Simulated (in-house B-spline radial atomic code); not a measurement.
Values are calculated unless marked as measured or tabulated.
**Si ion on Ga atom: potential, deflection and energy transfer**

The pair potential comes from two frozen, spherical free-atom densities (PBE, B-spline radial code, scalar-relativistic past argon): electrostatics plus the change in Thomas-Fermi kinetic and Dirac exchange energy where they overlap, the recipe behind the universal ZBL potential, which averages such potentials (from solid-state densities) over many pairs. It is written V = (Z1 Z2 e²/r) φ(r/a), with e² = 14.3996 eV·Å and a = 0.46850 Å/(Z1^0.23 + Z2^0.23); ZBL's fit is φ = 0.18175 e^(−3.1998x) + 0.50986 e^(−0.94229x) + 0.28022 e^(−0.4029x) + 0.02817 e^(−0.20162x). Where φ falls below 4e-4 it is continued as an exponential.

Masses 28.09 and 69.72 u.

```tsv
x = r/a	φ, this pair	φ, ZBL
0.1	0.8943	0.8928
0.25	0.7749	0.7647
0.5	0.6278	0.6096
1	0.4364	0.4164
1.5	0.3167	0.2995
2	0.236	0.2218
3	0.1367	0.1292
4	0.08422	0.08026
5	0.05386	0.05224
6.5	0.02852	0.02914
8	0.01641	0.01705
10	0.008964	0.008778
12	0.005177	0.00474
14.5	0.002566	0.002328
17	0.001227	0.001212
```

Q: At x = 4 the electrostatic, kinetic and exchange parts are 91.33, 1133.05 and -90.3 eV. Find r, V and φ.

A: a = 0.46850/(1.8349 + 2.2030) = 0.11603 Å, so r = 0.46410 Å. V = 91.33 + 1133.05 + (-90.3) = 1134.08 eV. The bare repulsion is 14 × 31 × 14.3996/0.46410 = 13466 eV, so φ = 0.0842, +4.9 % against ZBL's 0.0803. The kinetic (Pauli) term is 100 % of V here.

Q: The ion comes in at 75.56 keV with impact parameter 0.0580 Å. The scattering integral gives a centre-of-mass angle of 64.42° and a closest approach of 0.8079 a. What are the reduced energy, the energy passed on and the laboratory angles?

A: ε = E a M2/(Z1 Z2 e² (M1 + M2)) = 75560 × 1.3234e-05 = 1. The most that one collision can pass on is γE with γ = 4 M1 M2/(M1 + M2)² = 0.8188. Here T = γE sin²(θ/2) = 0.8188 × 75560 × 0.2841 = 17580 eV. The ion turns by arctan(sin θ/(cos θ + M1/M2)) = 47.2°, and the struck atom leaves at (180° − θ)/2 = 57.8°. The closest approach is 0.094 Å. With ZBL the angle would be 63.04° and T = 16910 eV.
